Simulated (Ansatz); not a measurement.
`[SiH3]B[SiH2]Cl` + `CN[SiH2]Cl` → `CN([SiH3])[SiH2]Cl` + `B[SiH2]Cl`  (cleavage of the Si–B bond)

Computed with Ansatz on PBE0-D4/def2-TZVP structures; ΔE is electronic, products minus reactants. CBS: MP2 limit from def2 TZ/QZ plus the TZ coupled-cluster correction, frozen cores. DFT in def2-TZVPP. Each species was taken in one conformer, which may not be the lowest.

CCSD(T)/CBS gives -14.4 kcal/mol.

(1) Another level gave -14.1 kcal/mol. Which?
A. B2PLYP/def2-TZVPP
B. revPBE-D4/def2-TZVPP
C. r2SCANh/def2-TZVPP
D. PBE/def2-TZVPP

Largest T1 diagnostic among the species: 0.012.

Results:

(1) A. B2PLYP -14.1, r2SCANh -12.2, revPBE-D4 -10.6, PBE -8.4 kcal/mol.

From BLYP to BHLYP (50 % exact exchange), in def2-TZVPP and without D4, ΔE moves by −3.7 kcal/mol. Leaving LDA and LC-ωPBE aside and taking each functional with its dispersion term where it has one, the values, not all of them listed here, spread over 6.2 kcal/mol, from BHLYP-D4 to PBE-D4. LDA lies −1.0 kcal/mol from PBE without D4. At CCSD(T), def2-SVP lies +1.3 kcal/mol from the extrapolated value and def2-TZVPP −0.1 kcal/mol.
